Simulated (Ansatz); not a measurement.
Consider the redistribution: `[OH][AlH][SiH2][SeH]` + `BN=C` → `[OH][AlH][SiH3]` + `C=NB[SeH]`.

Isolated molecules relaxed with PBE0-D4/def2-TZVP in Ansatz; ΔE leaves out vibrations. CCSD(T)/CBS is the MP2 limit (def2-TZVPP, def2-QZVPP) plus CCSD(T) − MP2 in def2-TZVPP, frozen cores. DFT in def2-TZVPP. For Se outer-core shells are correlated without core-valence functions, which leaves a few kJ/mol of doubt a bond. Scalar relativity is left out up to krypton. One conformer a species, not always the lowest.

| level | ΔE (kcal/mol) |
| --- | --- |
| revPBE-D4 | 1.6 |
| B97M-V | 0.9 |

(1) What does CCSD(T)/CBS give? (Estimate.)

Largest T1 diagnostic among the species: 0.016.

Answers

(1) Computed: +1.9 kcal/mol. The listed levels differ from it by -0.3, -1.0 kcal/mol.

Leaving LDA and LC-ωPBE aside and taking each functional with its dispersion term where it has one, the values, not all of them listed here, spread over 1.4 kcal/mol, from B97M-V to BHLYP-D4. The D4 term adds +0.9 kcal/mol with B3LYP and +0.5 kcal/mol with PBE0; it sums over pairs of atoms, weighted by their polarisabilities, and B3LYP, whose exchange is more repulsive, gets the larger term.

B3LYP here is the variant with VWN-RPA as its local correlation; programs differ in this.
